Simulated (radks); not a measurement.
The numbers below are computed, except where a source is named.
Trend from Mg4+ to Ar4+: ionisation energy by Delta-SCF between NIST ground configurations, and size. Level of theory: non-relativistic Kohn-Sham, LDA (Slater exchange, Perdew-Wang correlation), spin-polarised, spherical densities, point nucleus; open shells are filled with parallel spins first (a radial shooting solver on a logarithmic mesh with Libxc functionals).

\begin{tabular}{lrrrrrrrr}
species & configuration & configuration of the ion & IE (eV) & NIST (eV) & kind & -e(HOMO) (eV) & outermost & <r> outermost (bohr) \\ \hline
Mg4+ & [He] 2s2 2p4 & [He] 2s2 2p3 & 140.98 & 141.33 & semi-emp. & 125.15 (2p) & 2s & 0.658 \\
Al4+ & [He] 2s2 2p5 & [He] 2s2 2p4 & 154.35 & 153.83 & semi-emp. & 137.02 (2p) & 2s & 0.609 \\
Si4+ & [Ne] & [He] 2s2 2p5 & 167.13 & 166.77 & exp. & 148.55 (2p) & 2s & 0.568 \\
P4+ & [Ne] 3s1 & [Ne] & 65.429 & 65.025 & exp. & 59.505 (3s) & 3s & 1.59 \\
S4+ & [Ne] 3s2 & [Ne] 3s1 & 72.478 & 72.595 & exp. & 65.874 (3s) & 3s & 1.47 \\
Cl4+ & [Ne] 3s2 3p1 & [Ne] 3s2 & 67.670 & 67.7 & semi-emp. & 60.394 (3p) & 3p & 1.44 \\
Ar4+ & [Ne] 3s2 3p2 & [Ne] 3s2 3p1 & 74.842 & 74.8 & semi-emp. & 66.854 (3p) & 3p & 1.33 \\
\end{tabular}

Reference values: NIST Atomic Spectra Database (exp. = measured, semi-emp. = semi-empirical, theory = theoretical value adopted there). Open shells are spherical and high-spin; term and fine-structure splittings are not resolved.
